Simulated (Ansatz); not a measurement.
ZnH4SeO, singlet: a relaxation.

in.yaml

```yaml
crystal:
  periodic: [false, false, false]
  atoms:
    - {symbol: Zn, position_ang: [-0.052578, -0.434604, 0.091532]}
    - {symbol: H, position_ang: [0.198618, 0.803448, 1.401081]}
    - {symbol: O, position_ang: [0.347902, -2.148569, -0.275082]}
    - {symbol: H, position_ang: [-0.190483, 1.137744, 0.879575]}
    - {symbol: Se, position_ang: [-1.227971, 1.434723, -0.944296]}
    - {symbol: H, position_ang: [0.863336, -2.674350, 0.335214]}
    - {symbol: H, position_ang: [0.061175, 1.881507, -1.488023]}
basis:
  gaussian: {orbitals: def2-TZVP}
hamiltonian: {xc: pbe0, dispersion: d4}
relax: {f_tol: 0.005, max_steps: 200}
```

Command:

```bash
ansatz run in.yaml --threads 4 --pin off --events-out ev --progress --plain --max-ram 9574MiB
```

The run's output (Ansatz 0.2.0):

```
Functional definition: PBE0
  name "PBE0"
  cite "Adamo & Barone, J. Chem. Phys. 110, 6158 (1999) doi:10.1063/1.478522"
  cite "Perdew, Burke & Ernzerhof, Phys. Rev. Lett. 77, 3865 (1996) doi:10.1103/PhysRevLett.77.3865"
  parent pbe
  parameter a = 0.25
  parameter kappa = 0.804
  parameter beta = 0.06672455060314922
  exchange = (1 - a)*pbe_x(kappa = kappa, mu = beta*pi^2/3) + a*exact_x
  correlation = pbe_c(beta = beta)
1280 factors; their error is unknown
mean field evaluation 1: about -115857.4817 eV, gradient 6.9e1 eV
mean field evaluation 2: about -115798.4062 eV, gradient 1.8e2 eV
mean field evaluation 4: about -115864.4375 eV, gradient 2.2e1 eV
mean field evaluation 8: about -115864.9018 eV, gradient 5.9e-2 eV
mean field evaluation 16: about -115865.4014 eV, gradient 2.2e-4 eV
mean field -115865.40135002 eV, -4257.9749632234 hartree, gradient 3.1e-5 eV, S^2 0.000000; 0 other end points of the search recorded, 0 dependent functions left out
the calculation of the forces begins
reference -115865.40138230 eV, -4257.9749644097 hartree; 38, 38 occupied and 113, 113 virtual orbitals, 1280 factors
relax step   1: F+E_penalty+E_count = -115865.50524623 eV  Δ(F+E_penalty+E_count) = +0.000e0 eV  max|allowed force component| = 2.575e0 eV/Å  Δτ_max = 0.0000 Å  (29 SCF iters, accepted)
relax step   2: F+E_penalty+E_count = -115866.04208481 eV  Δ(F+E_penalty+E_count) = -5.368e-1 eV  max|allowed force component| = 1.289e0 eV/Å  Δτ_max = 0.1946 Å  (38 SCF iters, accepted)
relax step   3: F+E_penalty+E_count = -115866.34939904 eV  Δ(F+E_penalty+E_count) = -3.073e-1 eV  max|allowed force component| = 1.016e0 eV/Å  Δτ_max = 0.1947 Å  (31 SCF iters, accepted)
relax step   4: F+E_penalty+E_count = -115866.56504645 eV  Δ(F+E_penalty+E_count) = -2.156e-1 eV  max|allowed force component| = 8.086e-1 eV/Å  Δτ_max = 0.1948 Å  (31 SCF iters, accepted)
relax step   5: F+E_penalty+E_count = -115866.66503336 eV  Δ(F+E_penalty+E_count) = -9.999e-2 eV  max|allowed force component| = 7.277e-1 eV/Å  Δτ_max = 0.1921 Å  (31 SCF iters, accepted)
relax step   6: F+E_penalty+E_count = -115866.71662411 eV  Δ(F+E_penalty+E_count) = -5.159e-2 eV  max|allowed force component| = 4.035e-1 eV/Å  Δτ_max = 0.2000 Å  (32 SCF iters, accepted)
relax step   7: F+E_penalty+E_count = -115866.73807550 eV  Δ(F+E_penalty+E_count) = -2.145e-2 eV  max|allowed force component| = 4.907e-1 eV/Å  Δτ_max = 0.1710 Å  (32 SCF iters, accepted)
relax step   8: F+E_penalty+E_count = -115866.74431333 eV  Δ(F+E_penalty+E_count) = -6.238e-3 eV  max|allowed force component| = 1.069e-1 eV/Å  Δτ_max = 0.2000 Å  (32 SCF iters, accepted)
relax step   9: F+E_penalty+E_count = -115866.74912647 eV  Δ(F+E_penalty+E_count) = -4.813e-3 eV  max|allowed force component| = 4.058e-2 eV/Å  Δτ_max = 0.1067 Å  (33 SCF iters, accepted)
relax step  10: F+E_penalty+E_count = -115866.74948872 eV  Δ(F+E_penalty+E_count) = -3.622e-4 eV  max|allowed force component| = 2.566e-2 eV/Å  Δτ_max = 0.0435 Å  (32 SCF iters, accepted)
relax step  11: F+E_penalty+E_count = -115866.74949531 eV  Δ(F+E_penalty+E_count) = -6.590e-6 eV  max|allowed force component| = 7.033e-2 eV/Å  Δτ_max = 0.0260 Å  (32 SCF iters, accepted)
relax step  12: F+E_penalty+E_count = -115866.74967646 eV  Δ(F+E_penalty+E_count) = -1.812e-4 eV  max|allowed force component| = 2.014e-2 eV/Å  Δτ_max = 0.0064 Å  (33 SCF iters, accepted)
relax step  13: F+E_penalty+E_count = -115866.74970393 eV  Δ(F+E_penalty+E_count) = -2.747e-5 eV  max|allowed force component| = 9.258e-3 eV/Å  Δτ_max = 0.0049 Å  (32 SCF iters, accepted)
relax step  14: F+E_penalty+E_count = -115866.74971050 eV  Δ(F+E_penalty+E_count) = -6.574e-6 eV  max|allowed force component| = 7.573e-3 eV/Å  Δτ_max = 0.0031 Å  (33 SCF iters, accepted)
relax step  15: F+E_penalty+E_count = -115866.74977504 eV  Δ(F+E_penalty+E_count) = -6.453e-5 eV  max|allowed force component| = 1.169e-2 eV/Å  Δτ_max = 0.0470 Å  (32 SCF iters, accepted)
relax step  16: F+E_penalty+E_count = -115866.74978938 eV  Δ(F+E_penalty+E_count) = -1.434e-5 eV  max|allowed force component| = 9.826e-3 eV/Å  Δτ_max = 0.0148 Å  (33 SCF iters, accepted)
relax step  17: F+E_penalty+E_count = -115866.74979979 eV  Δ(F+E_penalty+E_count) = -1.041e-5 eV  max|allowed force component| = 4.461e-3 eV/Å  Δτ_max = 0.0077 Å  (34 SCF iters, accepted)
Total energy: -115866.74983302 eV, -4258.0245190598 hartree
Atom 0 at    -0.339361    -0.629070    -0.809860 Å, force     0.002048    -0.004461     0.002590 eV/Å
Atom 1 at     0.613492     0.733798     2.100078 Å, force    -0.002918     0.002428    -0.003136 eV/Å
Atom 2 at     0.456677    -2.149537    -0.353108 Å, force     0.000030     0.000090    -0.001786 eV/Å
Atom 3 at     0.119863     1.108476     1.681214 Å, force     0.002961    -0.002121     0.003088 eV/Å
Atom 4 at    -1.381893     1.254355    -1.540537 Å, force    -0.000263     0.001905    -0.000783 eV/Å
Atom 5 at     0.621319    -2.264407     0.584393 Å, force    -0.001436     0.002706    -0.000539 eV/Å
Atom 6 at    -0.090099     1.946284    -1.662179 Å, force    -0.000422    -0.000547     0.000567 eV/Å
Dipole moment:     0.078873     0.153368     0.273484 e Å

[the SCF lines of later steps are left out]
```

The run took about 67 s on 4 CPU threads of an Arm Neoverse V1 (shared host).
